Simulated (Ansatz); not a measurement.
Ideal-gas functions of `C[NH][Al]([F])[Cl]` at 400 K and 1 bar, from an Ansatz frequency run at PBE0-D4/def2-TZVP.

Molar mass 111.48 g/mol, point group Cs (symmetry number 1), electronic degeneracy 1, moments of inertia 95.999, 288.284, 381.119 u Å². Harmonic wavenumbers (cm⁻¹, unscaled): 105, 112, 156, 185, 259, 303, 510, 516, 749, 890, 1089, 1143, 1159, 1401, 1462, 1489, 1516, 3019, 3069, 3120, 3615.

Use S(trans) = R[1.5 ln M + 2.5 ln T − 1.1517]; rotational temperatures θ = 24.2544 K / I; S(rot) = R[ln(√π/σ · √(T³/θAθBθC)) + 1.5]; for each mode x = 1.438777 ν̃/T, S = R[x/(eˣ − 1) − ln(1 − e⁻ˣ)] and H = RT x/(eˣ − 1); 1 cm⁻¹ = 0.0119627 kJ/mol; R = 8.31446 J/(mol·K).

Q: By hand: the entropy, in J/(mol·K).

A: Translation 173.8. Rotation: θ = 0.2527, 0.0841, 0.0636 K, giving 119.4. Vibration, mode by mode: 16.46, 15.93, 13.23, 11.85, 9.20, 8.00, 4.35, 4.27, 2.21, 1.48, 0.83, 0.71, 0.67, 0.33, 0.27, 0.25, 0.23, 0.00, 0.00, 0.00, 0.00, in all 90.3. Electronic 0.0. Sum 383.5 J/(mol·K).

Q: By hand: H − E and G − E in kJ/mol, counted from the electronic energy.

A: Zero-point energy ½ × 25867 × 0.0119627 = 154.7; thermal vibration 18.6; translation, rotation and pV give 4 RT = 13.3. H − E = 186.6 kJ/mol, and G − E = 186.6 − 400 × 383.5/1000 = 33.2 kJ/mol.

Vibration gives 24 % of the entropy, 32.4 J/(mol·K) of it from the modes under 150 cm⁻¹: soft modes count most, and the harmonic formula is weakest for them. The sum counts one conformer and one mirror image; others add a mixing term.
